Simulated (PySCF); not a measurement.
[Mn(H2O)3]3+ holds Mn(III), d4, at total charge +3. The structure is a model geometry with rigid ligands and bond lengths from ionic radii, not a minimum; coordination trigonal planar, point group D3h, metal–donor distances 1.82 Å.

Method (PySCF 2.14, density fitting): CASSCF(4,5) with orbitals averaged over all microstates of the shell, strongly contracted NEVPT2 on the averaged canonical orbitals; basis x2c-TZVPall on the metal, x2c-SVPall elsewhere; spin-free X2C; gas phase; spin-orbit coupling by state interaction with the mean-field operator over all roots.

CASSCF energies above the lowest CASSCF root:

```
state  CASSCF / cm⁻¹
  5E'              0
 5E''           7345
 5A1'           7520
 3E''          21975
3A2''          22280
  3E'          22344
 3A2'          22597
3A1''          22612
  3E'          23362
 3A2'          26386
 3E''          26468
3A2''          26664
  3E'          26751
3A1''          27167
 3E''          28167
 3E''          28826
 3A1'          28968
 3A2'          30425
 1A1'          30443
  3E'          30543
 3E''          30867
 1E''          31066
```

**Question.** How does dynamic correlation (SC-NEVPT2) move these states?

**Answer.** 
| state | NEVPT2 / cm⁻¹ | shift / cm⁻¹ |
| --- | --- | --- |
| 5E' | 0 | 0 |
| 5E'' | 7436 | +91 |
| 5A1' | 8901 | +1380 |
| 3E'' | 21019 | -956 |
| 3A2'' | 21716 | -564 |
| 3E' | 21346 | -998 |
| 3A2' | 21452 | -1146 |
| 3A1'' | 21843 | -770 |
| 3E' | 22322 | -1040 |
| 3A2' | 23733 | -2653 |
| 3E'' | 23884 | -2584 |
| 3A2'' | 24236 | -2428 |
| 3E' | 24560 | -2191 |
| 3A1'' | 24690 | -2478 |
| 3E'' | 27199 | -968 |
| 3E'' | 26490 | -2337 |
| 3A1' | 26431 | -2537 |
| 3A2' | 28143 | -2282 |
| 1A1' | 29601 | -841 |
| 3E' | 28565 | -1978 |
| 3E'' | 28627 | -2240 |
| 1E'' | 29988 | -1078 |

The geometry is a model, and the complex may not exist in this form. The ground state is orbitally degenerate in this regular structure, which would distort (Jahn–Teller). NEVPT2 lifts 5A1' from 7520 to 8901 cm⁻¹; on the d shell alone such lifts tend to overshoot. NEVPT2 on the d shell alone tends to put d–d bands too high for such charged or covalently bound ions. Gaps between spin states lean to high spin in this active space.
